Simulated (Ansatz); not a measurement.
Input for Ansatz (a quantum-chemistry and plane-wave program): R-B3LYP-D3(BJ)/def2-TZVP on CF4 (SMILES FC(F)(F)F).

Ansatz 0.2 input:
```yaml
crystal:
  periodic: [false, false, false]
  atoms:
    - {symbol: F, position_ang: [0.01000000, 1.20040000, -0.53120000]}
    - {symbol: C, position_ang: [0.00000000, 0.00000000, -0.00000000]}
    - {symbol: F, position_ang: [1.13860000, -0.60110000, -0.25580000]}
    - {symbol: F, position_ang: [-0.16110000, 0.09770000, 1.29910000]}
    - {symbol: F, position_ang: [-0.98750000, -0.69690000, -0.51220000]}
basis:
  gaussian:
    orbitals: def2-TZVP
hamiltonian:
  xc: b3lyp
  dispersion: d3bj
relax: {f_tol: 0.004, max_steps: 120}
scf: {lower_state_search: off}
```

It printed:

```
WARN ansatz: RAYON_NUM_THREADS=4 ignored (pool sized by the plan → 4); use --threads N
Functional definition: B3LYP
these checks for a lower state are left out or cut short: stability, starts, cluster_reference, orbital_swaps, neighbouring_geometries, increment
integrals: 0.05 GiB planned
804 factors; their error is unknown
mean field: 0.57 GiB planned
mean field evaluation 1: about -11906.9421 eV, gradient 5.1e1 eV
mean field evaluation 2: about -11903.3973 eV, gradient 7.4e1 eV
mean field evaluation 4: about -11910.0134 eV, gradient 8.7e-1 eV
mean field evaluation 8: about -11910.0487 eV, gradient 1.9e-3 eV
mean field -11910.04868584 eV, -437.6862162837 hartree, gradient 3.0e-6 eV, S^2 0.000000; 0 other end points of the search recorded, 0 dependent functions left out
the calculation of the forces begins
reference -11910.04882274 eV, -437.6862213146 hartree; 21, 21 occupied and 134, 134 virtual orbitals, 804 factors
relax step   1: F+E_penalty+E_count = -11910.13139526 eV  Δ(F+E_penalty+E_count) = +0.000e0 eV  max|allowed force component| = 7.821e-1 eV/Å  Δτ_max = 0.0000 Å  (13 SCF iters, accepted)
these checks for a lower state are left out or cut short: stability, starts, cluster_reference, orbital_swaps, neighbouring_geometries, increment
integrals: 0.05 GiB planned
804 factors; their error is unknown
mean field: 0.57 GiB planned
mean field evaluation 16: about -11910.0301 eV, gradient 1.4e0 eV
mean field -11910.06654048 eV, -437.6868724296 hartree, gradient 4.6e-7 eV, S^2 0.000000; 0 other end points of the search recorded, 0 dependent functions left out
the calculation of the forces begins
reference -11910.06667754 eV, -437.6868774665 hartree; 21, 21 occupied and 134, 134 virtual orbitals, 804 factors
relax step   2: F+E_penalty+E_count = -11910.14915153 eV  Δ(F+E_penalty+E_count) = -1.776e-2 eV  max|allowed force component| = 2.919e-1 eV/Å  Δτ_max = 0.0082 Å  (20 SCF iters, accepted)
these checks for a lower state are left out or cut short: stability, starts, cluster_reference, orbital_swaps, neighbouring_geometries, increment
integrals: 0.05 GiB planned
804 factors; their error is unknown
mean field: 0.57 GiB planned
mean field -11910.06959669 eV, -437.6869847434 hartree, gradient 4.6e-7 eV, S^2 0.000000; 0 other end points of the search recorded, 0 dependent functions left out
the calculation of the forces begins
reference -11910.06973386 eV, -437.6869897842 hartree; 21, 21 occupied and 134, 134 virtual orbitals, 804 factors
relax step   3: F+E_penalty+E_count = -11910.15214656 eV  Δ(F+E_penalty+E_count) = -2.995e-3 eV  max|allowed force component| = 8.098e-3 eV/Å  Δτ_max = 0.0050 Å  (20 SCF iters, accepted)
these checks for a lower state are left out or cut short: stability, starts, cluster_reference, orbital_swaps, neighbouring_geometries, increment
integrals: 0.05 GiB planned
804 factors; their error is unknown
mean field: 0.57 GiB planned
mean field evaluation 32: about -11910.0695 eV, gradient 3.3e-1 eV
mean field -11910.06960079 eV, -437.6869848939 hartree, gradient 4.3e-7 eV, S^2 0.000000; 0 other end points of the search recorded, 0 dependent functions left out
the calculation of the forces begins
reference -11910.06973796 eV, -437.6869899348 hartree; 21, 21 occupied and 134, 134 virtual orbitals, 804 factors
relax step   4: F+E_penalty+E_count = -11910.15214888 eV  Δ(F+E_penalty+E_count) = -2.326e-6 eV  max|allowed force component| = 7.785e-5 eV/Å  Δτ_max = 0.0001 Å  (21 SCF iters, accepted)
Total energy: -11910.15228605 eV, -437.6900235212 hartree
Atom 0 at     0.010085     1.212603    -0.536580 Å, force    -0.000012     0.000030    -0.000002 eV/Å
Atom 1 at     0.000000     0.000019    -0.000020 Å, force    -0.000006     0.000054    -0.000036 eV/Å
Atom 2 at     1.150153    -0.607229    -0.258379 Å, force     0.000054    -0.000052    -0.000005 eV/Å
Atom 3 at    -0.162721     0.098694     1.312283 Å, force     0.000003     0.000010     0.000078 eV/Å
Atom 4 at    -0.997518    -0.703987    -0.517404 Å, force    -0.000039    -0.000042    -0.000035 eV/Å
Dipole moment:     0.000000    -0.000002     0.000001 e Å
Checks for a lower state left out: stability, starts, cluster_reference, orbital_swaps, neighbouring_geometries, increment
```

The run converged.

Cost: around 13 core-seconds (rough).
